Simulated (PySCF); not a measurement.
C₂H₅Se (SMILES [CH2][Se]C), doublet, at a GFN2-xTB geometry, with bond 6-3 at 2.4 times its length; CASCI(5,7)+NEVPT2/6-31G (PySCF).

Here is a job for PySCF.
```python
from pyscf import gto, scf, mcscf, mrpt
import numpy

mol = gto.Mole()
mol.atom = '''
    C     1.48956567    0.13885967   -0.61536879
    Se   -0.00009780   -0.18766465    0.39607826
    C    -1.34618283    0.48156400   -0.85242254
    H     2.42885529   -0.13216691   -0.16770282
    H     1.47335241    0.99130559   -1.27250039
    H    -0.95286118    3.03320843   -1.23836616
    H    -1.24940324   -0.06179303   -1.78915892
    H    -2.32747771    0.31596109   -0.41731849
'''
mol.basis = '6-31g'
mol.spin = 1
mol.verbose = 4
mol.build()

mf = scf.ROHF(mol)
mf.kernel()
mc = mcscf.CASCI(mf, 7, 5)
mc.fix_spin_(ss=0.75)
mc.kernel()
occ = numpy.linalg.eigvalsh(mc.fcisolver.make_rdm1(mc.ci, mc.ncas, mc.nelecas))[::-1]
ss = mc.fcisolver.spin_square(mc.ci, mc.ncas, mc.nelecas)[0]
print('natural occupations', occ.round(4), ' <S^2>', round(ss, 4))
e2 = mrpt.NEVPT(mc).kernel()
print('E(NEVPT2) = %.10f' % (mc.e_tot + e2))
```

Output, abridged:

```
PySCF version 2.14.0

[INPUT] verbose = 4
[INPUT] num. atoms = 8
[INPUT] num. electrons = 51
[INPUT] charge = 0
[INPUT] spin (= nelec alpha-beta = 2S) = 1
[INPUT] symmetry False subgroup None
[INPUT] Mole.unit = angstrom
[INPUT] Symbol           X                Y                Z      unit          X                Y                Z       unit  Magmom
[INPUT]  1 C      1.489565670000   0.138859670000  -0.615368790000 AA    2.814871160854   0.262406746047  -1.162878478705 Bohr   0.0
[INPUT]  2 Se    -0.000097800000  -0.187664650000   0.396078260000 AA   -0.000184815215  -0.354634791762   0.748479435294 Bohr   0.0
[INPUT]  3 C     -1.346182830000   0.481564000000  -0.852422540000 AA   -2.543916862292   0.910024071450  -1.610845143006 Bohr   0.0
[INPUT]  4 H      2.428855290000  -0.132166910000  -0.167702820000 AA    4.589871294301  -0.249759262630  -0.316912400117 Bohr   0.0
[INPUT]  5 H      1.473352410000   0.991305590000  -1.272500390000 AA    2.784232539868   1.873296070850  -2.404677230502 Bohr   0.0
[INPUT]  6 H     -0.952861180000   3.033208430000  -1.238366160000 AA   -1.800646664930   5.731933211422  -2.340172884329 Bohr   0.0
[INPUT]  7 H     -1.249403240000  -0.061793030000  -1.789158920000 AA   -2.361029942744  -0.116771903107  -3.381020352123 Bohr   0.0
[INPUT]  8 H     -2.327477710000   0.315961090000  -0.417318490000 AA   -4.398295432930   0.597079926119  -0.788617652817 Bohr   0.0

nuclear repulsion = 173.691417918923
number of shells = 31
number of NR pGTOs = 154
number of NR cGTOs = 55
basis = 6-31g
ecp = {}

******** <class 'pyscf.scf.rohf.ROHF'> ********
method = ROHF
initial guess = minao
damping factor = 0
level_shift factor = 0
DIIS = <class 'pyscf.scf.diis.CDIIS'>
diis_start_cycle = 1
diis_space = 8
diis_damp = 0
SCF conv_tol = 1e-09
SCF conv_tol_grad = None
SCF max_cycles = 50
direct_scf = True
direct_scf_tol = 1e-13
num. doubly occ = 25  num. singly occ = 1
Set gradient conv threshold to 3.16228e-05
init E= -2476.94199136154
  HOMO = -0.120184418425244  LUMO = -0.0776513235577347  gap/eV = 1.15738
cycle= 1 E= -2477.68737107941  delta_E= -0.745  |g|= 0.375  |ddm|= 1.83
  HOMO = -0.13136287988654  LUMO = -0.0269639444408565  gap/eV = 2.84084
cycle= 2 E= -2477.68767453032  delta_E= -0.000303  |g|= 0.411  |ddm|= 1.01
  HOMO = -0.111075854199472  LUMO = -0.0107833920758429  gap/eV = 2.72910
cycle= 3 E= -2477.76900028953  delta_E= -0.0813  |g|= 0.0765  |ddm|=  0.6
  HOMO = -0.116936396273108  LUMO = 0.0050393694470392  gap/eV = 3.31913
cycle= 4 E= -2477.77267067045  delta_E= -0.00367  |g|= 0.0398  |ddm|= 0.128
  HOMO = -0.119454431579133  LUMO = 0.00628268655624264  gap/eV = 3.42148
cycle= 5 E= -2477.77406494146  delta_E= -0.00139  |g|= 0.0177  |ddm|= 0.0616
  HOMO = -0.121217483165478  LUMO = 0.00735709730554657  gap/eV = 3.49869
cycle= 6 E= -2477.77635201738  delta_E= -0.00229  |g|= 0.0239  |ddm|= 0.0876
  HOMO = -0.121510117973177  LUMO = 0.00820232254455444  gap/eV = 3.52966
cycle= 7 E= -2477.77447453333  delta_E= 0.00188  |g|= 0.0145  |ddm|= 0.069
  HOMO = -0.121360440177127  LUMO = 0.00922162222266021  gap/eV = 3.55332
cycle= 8 E= -2477.77359619857  delta_E= 0.000878  |g|= 0.00807  |ddm|= 0.0792
  HOMO = -0.121966749981347  LUMO = 0.00699126144202911  gap/eV = 3.50913
cycle= 9 E= -2477.77360217057  delta_E= -5.97e-06  |g|= 0.0046  |ddm|= 0.0317
  HOMO = -0.122455834012201  LUMO = 0.00677314467108481  gap/eV = 3.51650
cycle= 10 E= -2477.77361919631  delta_E= -1.7e-05  |g|= 0.000895  |ddm|= 0.0139
  HOMO = -0.122347255330269  LUMO = 0.00703496155297678  gap/eV = 3.52067
cycle= 11 E= -2477.77361972036  delta_E= -5.24e-07  |g|= 0.000454  |ddm|= 0.00215
  HOMO = -0.122410270951966  LUMO = 0.0070454092741068  gap/eV = 3.52267
cycle= 12 E= -2477.7736198383  delta_E= -1.18e-07  |g|= 8.74e-05  |ddm|= 0.00173
  HOMO = -0.122383235595689  LUMO = 0.00699911673883591  gap/eV = 3.52067
cycle= 13 E= -2477.77361984906  delta_E= -1.08e-08  |g|= 5.21e-05  |ddm|= 0.000276
  HOMO = -0.122383206965343  LUMO = 0.00700161977171465  gap/eV = 3.52074
cycle= 14 E= -2477.77361984658  delta_E= 2.48e-09  |g|= 1.67e-05  |ddm|= 0.000202
  HOMO = -0.122389013634741  LUMO = 0.00701000966398446  gap/eV = 3.52113
cycle= 15 E= -2477.77361984679  delta_E= -2.05e-10  |g|= 5.49e-06  |ddm|= 4.8e-05
  HOMO = -0.122389353837277  LUMO = 0.00700872555291365  gap/eV = 3.52110
Extra cycle  E= -2477.77361984682  delta_E= -3.37e-11  |g|= 4.95e-06  |ddm|= 1.38e-05
converged SCF energy = -2477.77361984682

******** <class 'pyscf.mcscf.casci.CASCI'> ********
CAS (3e+2e, 7o), ncore = 23, nvir = 25
natorb = False
canonicalization = True
sorting_mo_energy = False
******** <class 'pyscf.fci.addons.SpinPenaltyFCISolver'> ********
max. cycles = 200
conv_tol = 1e-08
davidson only = True
linear dependence = 1e-12
level shift = 0.001
max iter space = 12
nroots = 1
pspace_size = 400
spin = None
Density matrix diagonal elements [1.96761195e+00 1.50042379e+00 9.70942349e-01 5.41962459e-01
 1.52344373e-02 2.78548689e-03 1.03953301e-03]
CASCI converged
CASCI E = -2477.88034823245  E(CI) = -4.23651772632365  S^2 = 0.7500000
natural occupations [1.9915e+00 1.5059e+00 1.0035e+00 4.9090e-01 5.8000e-03 2.0000e-03
 3.0000e-04]  <S^2> 0.75

******** <class 'pyscf.mrpt.nevpt2.NEVPT'> ********
NEVPT2 (3e+2e, 7o), ncore = 23, nvir = 25
root = 0
Natural occ [1.99148993e+00 1.50593853e+00 1.00353897e+00 4.90928316e-01
 5.81421448e-03 1.97269748e-03 3.17341504e-04]
Natural orbital (expansion on meta-Lowdin AOs) in CAS space
               #1        #2        #3        #4        #5
0 C 1s          -0.00010   0.00007  -0.00036  -0.00006   0.00006
0 C 2s          -0.05834   0.01086  -0.15393  -0.06630  -0.18473
0 C 3s           0.00185   0.00293  -0.02879  -0.01408  -0.06544
0 C 2px          0.05740   0.00210   0.07588   0.04000   0.04240
0 C 2py          0.21787  -0.19593   0.61943   0.20025  -0.03760
0 C 2pz          0.20619  -0.18031   0.56524   0.14506  -0.07804
0 C 3px         -0.00179  -0.01493   0.01574  -0.00522  -0.00117
0 C 3py          0.00698  -0.03209   0.09954   0.05244  -0.03011
0 C 3pz         -0.00382  -0.02399   0.08967   0.03443  -0.01470
1 Se 1s         -0.00003   0.00001  -0.00002  -0.00000   0.00021
1 Se 2s         -0.00012   0.00004  -0.00007  -0.00000   0.00073
1 Se 3s         -0.00034  -0.00123   0.00045  -0.00012  -0.00136
1 Se 4s         -0.03627  -0.04926   0.01032  -0.01276   0.12087
1 Se 5s          0.00015   0.03896  -0.01420   0.00496   0.02117
1 Se 2px         0.00020   0.00007   0.00004   0.00008   0.00039
1 Se 2py         0.00083  -0.00031  -0.00029  -0.00036  -0.00009
1 Se 2pz         0.00054   0.00020  -0.00025  -0.00005   0.00013
1 Se 3px        -0.00087  -0.00036  -0.00027  -0.00044  -0.00184
1 Se 3py        -0.00371   0.00124   0.00109   0.00150   0.00051
1 Se 3pz        -0.00238  -0.00081   0.00098   0.00017  -0.00065
1 Se 4px         0.15349   0.04302   0.01662   0.05273   0.55591
1 Se 4py         0.75686  -0.18212  -0.21739  -0.29459  -0.13748
1 Se 4pz         0.46232   0.09468  -0.16455  -0.05830   0.21783
1 Se 5px        -0.00601  -0.00675  -0.00817  -0.00467   0.33680
1 Se 5py         0.00066   0.01771  -0.02673  -0.04311  -0.10040
1 Se 5pz        -0.00594  -0.02318  -0.00812  -0.01792   0.17897
1 Se 3dxy       -0.00111   0.00341  -0.00520   0.00068   0.00729
1 Se 3dyz        0.00142   0.00057   0.00238   0.00325   0.00465
1 Se 3dz^2       0.00135  -0.00045   0.00388   0.00161  -0.00311
1 Se 3dxz       -0.00047   0.00173  -0.00309  -0.00044  -0.01474
1 Se 3dx2-y2     0.00120   0.00313  -0.00062   0.00283  -0.00138
1 Se 4dxy        0.00177  -0.00530   0.00865  -0.00074  -0.01772
1 Se 4dyz       -0.00234   0.00040  -0.00378  -0.00577  -0.01326
1 Se 4dz^2      -0.00241   0.00043  -0.00579  -0.00330   0.00940
1 Se 4dxz        0.00004  -0.00322   0.00489  -0.00053   0.03412
1 Se 4dx2-y2    -0.00214  -0.00550   0.00181  -0.00586   0.00524
2 C 1s           0.00022   0.00045  -0.00010   0.00060  -0.00017
2 C 2s           0.08525   0.17991  -0.01577   0.23874   0.27241
2 C 3s          -0.00090   0.03758   0.00994   0.02711   0.09115
2 C 2px          0.04799   0.07093   0.00068   0.10096   0.32367
2 C 2py          0.22185   0.61155  -0.09027   0.58848  -0.21969
2 C 2pz         -0.13215  -0.10676   0.00736  -0.08227   0.28344
2 C 3px         -0.00070   0.01584  -0.01095   0.01479   0.13679
2 C 3py          0.01035   0.09499  -0.01069   0.09461  -0.07168
2 C 3pz          0.00600  -0.01189  -0.00466  -0.01260   0.07570
3 H 1s           0.02114  -0.01145   0.03074   0.01656   0.05729
3 H 2s          -0.00342  -0.00239  -0.00319   0.00234   0.09690
4 H 1s          -0.03105   0.04458   0.04882   0.03633   0.15310
4 H 2s          -0.00427   0.02977   0.00163  -0.00266   0.06799
5 H 1s           0.00072   0.65439   0.39503  -0.62071   0.00913
5 H 2s          -0.00454   0.10160   0.05024  -0.10168   0.00410
6 H 1s           0.10637  -0.03487  -0.03533  -0.06680  -0.11024
6 H 2s           0.00634   0.01717  -0.01828  -0.00664  -0.05121
7 H 1s          -0.04931  -0.03766  -0.00666  -0.03433  -0.02556
7 H 2s           0.00545   0.01040   0.00150   0.00327  -0.03696
               #6        #7
0 C 1s          -0.00024   0.00001
0 C 2s           0.33647  -0.21684
0 C 3s           0.08584  -0.04050
0 C 2px         -0.30034  -0.22995
0 C 2py         -0.03554  -0.00472
0 C 2pz          0.21518   0.00305
0 C 3px         -0.15567  -0.14850
0 C 3py         -0.00269  -0.00510
0 C 3pz          0.07407  -0.03282
1 Se 1s          0.00039   0.00021
1 Se 2s          0.00137   0.00076
1 Se 3s         -0.00182  -0.00327
1 Se 4s          0.28047   0.01609
1 Se 5s         -0.08378   0.26628
1 Se 2px        -0.00011  -0.00000
1 Se 2py        -0.00009   0.00010
1 Se 2pz         0.00018  -0.00013
1 Se 3px         0.00067   0.00009
1 Se 3py         0.00047  -0.00029
1 Se 3pz        -0.00104   0.00032
1 Se 4px        -0.29303  -0.06233
1 Se 4py        -0.16187   0.01139
1 Se 4pz         0.39935  -0.02364
1 Se 5px        -0.26848  -0.06360
1 Se 5py        -0.13982  -0.08091
1 Se 5pz         0.38365   0.09469
1 Se 3dxy       -0.00192  -0.00065
1 Se 3dyz        0.00719   0.00087
1 Se 3dz^2      -0.00195  -0.00232
1 Se 3dxz        0.00831   0.00292
1 Se 3dx2-y2    -0.01058   0.00334
1 Se 4dxy        0.00333   0.00151
1 Se 4dyz       -0.02365  -0.00205
1 Se 4dz^2       0.00840   0.00796
1 Se 4dxz       -0.02076  -0.00870
1 Se 4dx2-y2     0.03047  -0.01498
2 C 1s          -0.00006  -0.00001
2 C 2s           0.11407  -0.29265
2 C 3s           0.02261  -0.07024
2 C 2px          0.20627   0.19284
2 C 2py         -0.04959   0.08890
2 C 2pz          0.08642   0.01116
2 C 3px          0.10299   0.13552
2 C 3py         -0.01358   0.05491
2 C 3pz          0.02289  -0.00544
3 H 1s          -0.10332   0.36715
3 H 2s          -0.06034   0.29617
4 H 1s          -0.09807   0.14159
4 H 2s          -0.06269   0.14891
5 H 1s           0.01337  -0.01645
5 H 2s          -0.01071   0.01401
6 H 1s          -0.03972   0.23175
6 H 2s          -0.05902   0.22582
7 H 1s           0.00516   0.38965
7 H 2s           0.05537   0.31724
<CAS-nat-orb|mo-hf>  24     24       0.98557911
<CAS-nat-orb|mo-hf>  25     25       0.98537912
<CAS-nat-orb|mo-hf>  26     26       0.93772165
<CAS-nat-orb|mo-hf>  27     27       0.93875037
<CAS-nat-orb|mo-hf>  28     28       0.93991868
<CAS-nat-orb|mo-hf>  29     29       0.94692577
<CAS-nat-orb|mo-hf>  30     30       0.97772349
Sr    (-1)',   E = -0.01351243599265
Si    (+1)',   E = -0.01383169662697
Sijrs (0)  ,   E = -0.24338373941017
Sijr  (+1) ,   E = -0.04745371227199
Srsi  (-1) ,   E = -0.03329936341148
Srs   (-2) ,   E = -0.00380049871866
Sij   (+2) ,   E = -0.01002856281355
Sir   (0)' ,   E = -0.02916080763776
Nevpt2 Energy = -0.394470816883218
E(NEVPT2) = -2478.2748190493
```
